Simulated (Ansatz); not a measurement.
Al₉N₈H₂₄⁻, a nanocrystal cut from zinc blende AlN (hydrogen-capped): single points at one geometry.

```yaml
crystal:
  periodic: [false, false, false]
  atoms:
    - {symbol: N, position_ang: [-1.892829, -1.240294, 2.818396]}
    - {symbol: N, position_ang: [1.052121, -2.349787, -0.105229]}
    - {symbol: N, position_ang: [-1.314557, 2.015384, -2.075587]}
    - {symbol: N, position_ang: [0.936953, -0.012930, -2.219494]}
    - {symbol: N, position_ang: [-1.229684, -0.317950, -0.063377]}
    - {symbol: N, position_ang: [0.960502, -0.337868, 2.147789]}
    - {symbol: N, position_ang: [0.834266, 1.973260, 0.035152]}
    - {symbol: N, position_ang: [3.105228, -0.143922, -0.028958]}
    - {symbol: Al, position_ang: [-2.283024, -1.603070, 0.893001]}
    - {symbol: Al, position_ang: [-2.498354, 0.804420, -1.073492]}
    - {symbol: Al, position_ang: [-0.168504, -1.285170, -1.288495]}
    - {symbol: Al, position_ang: [-0.030660, -1.480258, 3.375445]}
    - {symbol: Al, position_ang: [2.158697, -1.395878, 1.143861]}
    - {symbol: Al, position_ang: [-0.219836, 1.115307, -3.395786]}
    - {symbol: Al, position_ang: [-0.321070, 3.253087, -0.966255]}
    - {symbol: Al, position_ang: [2.035185, 1.113527, -1.158062]}
    - {symbol: Al, position_ang: [-0.260819, 0.807115, 1.112335]}
    - {symbol: H, position_ang: [-2.211385, -0.282384, 3.043317]}
    - {symbol: H, position_ang: [-2.505166, -1.865596, 3.364393]}
    - {symbol: H, position_ang: [1.571868, -3.032371, -0.675883]}
    - {symbol: H, position_ang: [0.357027, -2.926787, 0.413566]}
    - {symbol: H, position_ang: [-1.972304, 2.599970, -2.623260]}
    - {symbol: H, position_ang: [1.510942, -0.519149, -2.915168]}
    - {symbol: H, position_ang: [1.476861, 0.311683, 2.764106]}
    - {symbol: H, position_ang: [1.359317, 2.599384, 0.669471]}
    - {symbol: H, position_ang: [3.749353, -0.650776, -0.657261]}
    - {symbol: H, position_ang: [3.747161, 0.430087, 0.541302]}
    - {symbol: H, position_ang: [-1.625411, -3.086716, 0.680761]}
    - {symbol: H, position_ang: [-3.881114, -1.484756, 0.726029]}
    - {symbol: H, position_ang: [-3.295329, -0.127118, -2.133233]}
    - {symbol: H, position_ang: [-3.384061, 1.666565, -0.023816]}
    - {symbol: H, position_ang: [-0.800408, -2.376733, -2.278460]}
    - {symbol: H, position_ang: [0.369619, -3.014867, 3.026651]}
    - {symbol: H, position_ang: [0.175316, -0.977522, 4.899559]}
    - {symbol: H, position_ang: [3.268240, -2.267301, 1.918483]}
    - {symbol: H, position_ang: [-1.067131, 0.124425, -4.354161]}
    - {symbol: H, position_ang: [0.782244, 2.134891, -4.165067]}
    - {symbol: H, position_ang: [0.678131, 4.191108, -1.834851]}
    - {symbol: H, position_ang: [-1.246303, 4.039299, 0.103426]}
    - {symbol: H, position_ang: [3.176279, 1.988141, -1.875524]}
    - {symbol: H, position_ang: [-1.097373, 1.611559, 2.234387]}
basis:
  gaussian: {orbitals: def2-TZVP, fitting: {mean_field: def2-universal-jkfit}, initial_orbitals: start.molden}
total_charge: -1
hamiltonian: {xc: pbe0, dispersion: d4}
scf: {omitted_lower_state_checks: [starts]}
output: {forces: true, orbitals: {seedname: orbitals}}
```

The file start.molden holds the orbitals of an earlier run on this structure, at another level or in another basis.

```sh
$ ansatz run in.yaml --threads 2 --pin off --events-out ev --progress --plain --max-ram 32768MiB --backend cuda --devices 0, --max-vram 18GiB
```

It prints (some lines left out):

```
Functional definition: PBE0
2200 factors; integrals over basis functions are off by at most 6.4e-1 eV
mean field evaluation 1: about -71661.3494 eV, gradient 2.5e2 eV
mean field evaluation 2: about -71671.4269 eV, gradient 1.0e1 eV
mean field evaluation 4: about -71671.6902 eV, gradient 2.9e-1 eV
mean field evaluation 8: about -71671.6907 eV, gradient 1.9e-5 eV
mean field -71671.69073883 eV, -2633.8860538350 hartree, gradient 1.9e-5 eV, S^2 0.000000; 0 other end points of the search recorded, 0 dependent functions left out
reference -71671.69081423 eV, -2633.8860566061 hartree; 99, 99 occupied and 626, 626 virtual orbitals, 2200 factors
Total energy: -71673.76892515 eV, -2633.9624257736 hartree
Atom 0 at    -1.892829    -1.240294     2.818396 Å, force    -0.284063     0.123953     0.246127 eV/Å
Atom 1 at     1.052121    -2.349787    -0.105229 Å, force    -0.093582    -0.411678     0.039506 eV/Å
Atom 2 at    -1.314557     2.015384    -2.075587 Å, force    -0.152045     0.153065    -0.148294 eV/Å
Atom 3 at     0.936953    -0.012930    -2.219494 Å, force     0.115937    -0.080351    -0.143180 eV/Å
Atom 4 at    -1.229684    -0.317950    -0.063377 Å, force    -0.005889    -0.024950    -0.000018 eV/Å
Atom 5 at     0.960502    -0.337868     2.147789 Å, force     0.141481     0.091525     0.146072 eV/Å
Atom 6 at     0.834266     1.973260     0.035152 Å, force     0.113075     0.125586     0.116593 eV/Å
Atom 7 at     3.105228    -0.143922    -0.028958 Å, force     0.449465     0.004895     0.009854 eV/Å
Atom 8 at    -2.283024    -1.603070     0.893001 Å, force     0.181593     0.196773     0.079935 eV/Å
Atom 9 at    -2.498354     0.804420    -1.073492 Å, force     0.257469     0.008003    -0.002646 eV/Å
Atom 10 at    -0.168504    -1.285170    -1.288495 Å, force     0.105866     0.169064     0.155850 eV/Å
Atom 11 at    -0.030660    -1.480258     3.375445 Å, force    -0.099433     0.171555    -0.201271 eV/Å
Atom 12 at     2.158697    -1.395878     1.143861 Å, force    -0.171628     0.165372    -0.132494 eV/Å
Atom 13 at    -0.219836     1.115307    -3.395786 Å, force    -0.003897    -0.001538     0.253371 eV/Å
Atom 14 at    -0.321070     3.253087    -0.966255 Å, force     0.011622    -0.282918    -0.024603 eV/Å
Atom 15 at     2.035185     1.113527    -1.158062 Å, force    -0.177574    -0.150754     0.121733 eV/Å
Atom 16 at    -0.260819     0.807115     1.112335 Å, force     0.141867    -0.134786    -0.154843 eV/Å
Atom 17 at    -2.211385    -0.282384     3.043317 Å, force     0.208529    -0.564831    -0.140622 eV/Å
Atom 18 at    -2.505166    -1.865596     3.364393 Å, force     0.363260     0.350569    -0.323581 eV/Å
Atom 19 at     1.571868    -3.032371    -0.675883 Å, force    -0.283532     0.421182     0.324146 eV/Å
Atom 20 at     0.357027    -2.926787     0.413566 Å, force     0.421806     0.352889    -0.289892 eV/Å
Atom 21 at    -1.972304     2.599970    -2.623260 Å, force     0.364747    -0.327151     0.308050 eV/Å
Atom 22 at     1.510942    -0.519149    -2.915168 Å, force    -0.325751     0.284700     0.397176 eV/Å
Atom 23 at     1.476861     0.311683     2.764106 Å, force    -0.291002    -0.373554    -0.344018 eV/Å
Atom 24 at     1.359317     2.599384     0.669471 Å, force    -0.298642    -0.356592    -0.359724 eV/Å
Atom 25 at     3.749353    -0.650776    -0.657261 Å, force    -0.404287     0.278517     0.352328 eV/Å
Atom 26 at     3.747161     0.430087     0.541302 Å, force    -0.395981    -0.314269    -0.320247 eV/Å
Atom 27 at    -1.625411    -3.086716     0.680761 Å, force    -0.076603     0.163519     0.010118 eV/Å
Atom 28 at    -3.881114    -1.484756     0.726029 Å, force     0.171772    -0.006352     0.005372 eV/Å
Atom 29 at    -3.295329    -0.127118    -2.133233 Å, force     0.096443     0.105202     0.124150 eV/Å
Atom 30 at    -3.384061     1.666565    -0.023816 Å, force     0.106011    -0.099824    -0.118504 eV/Å
Atom 31 at    -0.800408    -2.376733    -2.278460 Å, force     0.058382     0.120288     0.108103 eV/Å
Atom 32 at     0.369619    -3.014867     3.026651 Å, force    -0.032635     0.167529     0.021870 eV/Å
Atom 33 at     0.175316    -0.977522     4.899559 Å, force    -0.012307    -0.050863    -0.152893 eV/Å
Atom 34 at     3.268240    -2.267301     1.918483 Å, force    -0.119773     0.089118    -0.077889 eV/Å
Atom 35 at    -1.067131     0.124425    -4.354161 Å, force     0.091308     0.112030     0.107346 eV/Å
Atom 36 at     0.782244     2.134891    -4.165067 Å, force    -0.112378    -0.109202     0.090808 eV/Å
Atom 37 at     0.678131     4.191108    -1.834851 Å, force    -0.105054    -0.097642     0.084491 eV/Å
Atom 38 at    -1.246303     4.039299     0.103426 Å, force     0.094128    -0.084662    -0.120111 eV/Å
Atom 39 at     3.176279     1.988141    -1.875524 Å, force    -0.123885    -0.085410     0.071554 eV/Å
Atom 40 at    -1.097373     1.611559     2.234387 Å, force     0.075178    -0.098007    -0.119722 eV/Å
Dipole moment:     1.652137    -0.746743     0.814638 e Å
Checks for a lower state left out: starts
```

Hardware: 2 threads of AMD EPYC 7R13 on a shared host and a share (18 GiB) of an NVIDIA H100 80GB HBM3. Wall time 9.5 s, peak host memory 1.4 GiB.

Geometry: PBE-D4/def2-SVP.

Single mean-field runs in def2-TZVP are fitted with def2-universal-jkfit.
